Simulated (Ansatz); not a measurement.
Species: CCl3, net charge 1, singlet state. SMILES of the parent species: Cl[C](Cl)Cl

Atoms: Cl1, C2, Cl3, Cl4. Bonds: Cl1-C2, C2-Cl3, C2-Cl4.

Bond lengths (Å) and angles (degrees) optimised at HF/STO-3G with Ansatz (a program for electronic structure); HF/3-21G with Ansatz; MP2/6-31G* with Ansatz, each started from the B3LYP-D3(BJ)/def2-TZVP structure (Ansatz) of the last column. A row stands for all coordinates that are equal there. 6-31G* holds six Cartesian d functions. No wavenumbers were computed at HF/STO-3G, MP2/6-31G*, so these may be saddle points.

```csv
coordinate,HF/STO-3G,HF/3-21G,MP2/6-31G*,B3LYP-D3(BJ)/def2-TZVP
Cl1-C2,1.721,1.703,1.648,1.651
Cl1-C2-Cl3,120.0,120.0,120.0,120.0
```

Mean signed difference of all 3 bond lengths from B3LYP-D3(BJ)/def2-TZVP: HF/STO-3G 0.070 Å, HF/3-21G 0.052 Å, MP2/6-31G* -0.003 Å.
